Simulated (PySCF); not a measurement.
## Static response to an electric field

C6H10P (charge +1).
Numbering: `[CH3:1][CH2:2][PH+:3]1[CH:4]=[CH:5][CH:6]=[CH:7]1` (hydrogens: H8, H9, H10 on C1; H11, H12 on C2; H13 on P3; H14 on C4; H15 on C5; H16 on C6; H17 on C7)

Geometry (GFN2-xTB, Å), atoms numbered from 1 in this order:
```
atom  x, y, z in Å
C1    -2.5609   -0.0077    0.0655
C2    -1.3129    0.7017   -0.4544
P3     0.1422   -0.3776   -0.2884
C4     1.7277    0.3188   -0.7484
C5     2.5373    0.2580    0.3234
C6     1.9451   -0.3328    1.5177
C7     0.6700   -0.7379    1.3855
H8    -3.4240    0.6421   -0.0580
H9    -2.7511   -0.9286   -0.4831
H10   -2.4695   -0.2442    1.1234
H11   -1.1092    1.6187    0.1076
H12   -1.4134    0.9601   -1.5137
H13   -0.0947   -1.5502   -0.9731
H14    1.9731    0.7093   -1.7200
H15    3.5555    0.6118    0.3295
H16    2.5140   -0.4248    2.4287
H17    0.0639   -1.2047    2.1413
```

Level: PBE0/def2-SVPD (PySCF), static field, nuclei fixed, core orbitals frozen in the response. The polarisability tensor in these axes (au):

```
x   105.14   3.29   8.09
y     3.29  64.07  -5.62
z     8.09  -5.62  79.23
```

Question: What are the eigenvalues, a third of the trace, and Δα (Δα² = ½Σ(αi − αj)² over the three pairs)?

Answer: Principal values 61.44, 79.48 and 107.52 au; mean 82.81 au = 12.27 Å³ = 13.65 × 10⁻⁴⁰ C²·m²/J; Δα = 40.22 au (49 % of the mean).

Question: What are the principal values of the traceless quadrupole moment, Θ = ½Σq(3rr − r²1), about the centre of nuclear charge?

Answer: -12.90, -2.52, 15.42 D·Å. The values depend on the origin, since the species is charged. The electronic extent ⟨r²⟩ about the same centre is 965 bohr², a root-mean-square distance of 2.12 Å for the 60 electrons.

Question: What depolarisation ratio follows for Rayleigh scattering of linearly polarised light, taking the static tensor?

Answer: ρ = 3Δα²/(45ᾱ² + 4Δα²) = 4853.1/(308603 + 6470.8) = 0.0154.

Question: Form Σ f/ω² (atomic units) for the 8 lowest TDDFT singlets, given as eV and f, and set it beside the mean polarisability, which is this sum over all singlets: 4.17, 0.0293; 6.18, 0.0754; 6.38, 0.0005; 6.46, 0.0069; 6.60, 0.0204; 6.82, 0.0001; 7.10, 0.0013; 7.17, 0.0110.

Answer: They add up to 3.37 au, 4.1 % of the 82.81 au; the largest single term is 1.46 au, from the state at 6.18 eV. Terms in order: 1.25, 1.46, 0.01, 0.12, 0.35, 0.00, 0.02, 0.16 au. Higher excitations give the rest. The strengths listed sum to 0.145.

Question: Along which axes do the principal values lie, and how far do the nuclei extend along each?

Answer: Largest value along (0.96, 0.04, 0.27), where the nuclei span 6.82 Å; middle along (-0.23, -0.38, 0.90), 4.63 Å; least along (-0.14, 0.93, 0.35), 3.45 Å. The response follows the extents in order.

Geometry: GFN2-xTB, one conformer, isolated ion.
